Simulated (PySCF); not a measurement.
All values below come from ωB97X-D3(BJ)/def2-TZVP // PBE0-D3(BJ)/def2-SVP run with PySCF. All species are isolated molecules in the gas phase. One relaxed conformer stands for a flexible species; it need not be the lowest. Delta-SCF ions had no search for a lower state. Excitations are Tamm–Dancoff values on a coarser integration grid. The basis has no diffuse functions, so Rydberg states are missing or too high.

Reference species (SMILES): `Bc1c(O)cc2cccccc1-2` (neutral, multiplicity 1).

- vertical electron affinity (Delta-SCF) = 0.75 eV
- HOMO = -8.17 eV
- brightest of the four lowest singlets (TDA) = 4.74 eV
- HOMO–LUMO gap = 7.80 eV

After one change: the vertical electron affinity (Delta-SCF) falls by 0.09 eV; the HOMO goes up by 0.80 eV; the brightest of the four lowest singlets (TDA) goes up by 0.37 eV; the HOMO–LUMO gap falls by 0.75 eV.

**Question.** What was changed between the two runs? The new species is one of these.
A) `Bc1ccc2cc(O)cc-2cc1`
B) `Bc1cc2cccc-2ccc1O`
C) `Bc1ccc2ccc(O)ccc1-2`
D) `Bc1c(O)cccc2cccc1-2`

**Answer.** D, `Bc1c(O)cccc2cccc1-2`
